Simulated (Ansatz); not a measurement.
Ligand exchange: C3H5F3 + CH8OSi2 → C3H6F2O + CH7FSi2

Gas-phase species: C3H5F3 (1,2,2-trifluoropropane) `CC(F)(F)CF`, singlet; CH8OSi2 `C[SiH2][SiH2]O`, singlet; C3H6F2O `CC(O)(F)CF`, singlet; CH7FSi2 `C[SiH2][SiH2]F`, singlet. The partners trade F for OH: C–F and Si–OH bonds give way to C–OH and Si–F.

Shapes, held fixed at every level: PBE0-D4/def2-TZVP. Flexible molecules stand in one conformer, not always the lowest. Programs: Ansatz 0.2.0. Electronic energies: no zero-point or thermal term.

```
               level                   kind  ΔE (kJ/mol)  less CCSD(T)/CBS estimate
       HF/def2-TZVPP           Hartree–Fock        -46.7                       +5.9
   PBE-D4/def2-TZVPP                    GGA        -47.5                       +5.1
 B3LYP-D4/def2-TZVPP          global hybrid        -48.8                       +3.8
  PBE0-D4/def2-TZVPP          global hybrid        -47.9                       +4.7
   B2PLYP/def2-TZVPP          double hybrid        -49.8                       +2.8
  CCSD(T)/def2-TZVPP  coupled cluster or CI        -50.4                       +2.2
CCSD(T)/CBS estimate  coupled cluster or CI        -52.6                        0.0
```

The highest level, CCSD(T)/CBS estimate, gives ΔE = -52.6 kJ/mol; the levels span -52.6 to -46.7. The column of differences is taken from that level and isn't an error. No measured value is set beside it here. The CBS estimate extrapolates MP2 from def2-TZVPP and def2-QZVPP and adds CCSD(T) − MP2 in the triple-zeta set, cores frozen.
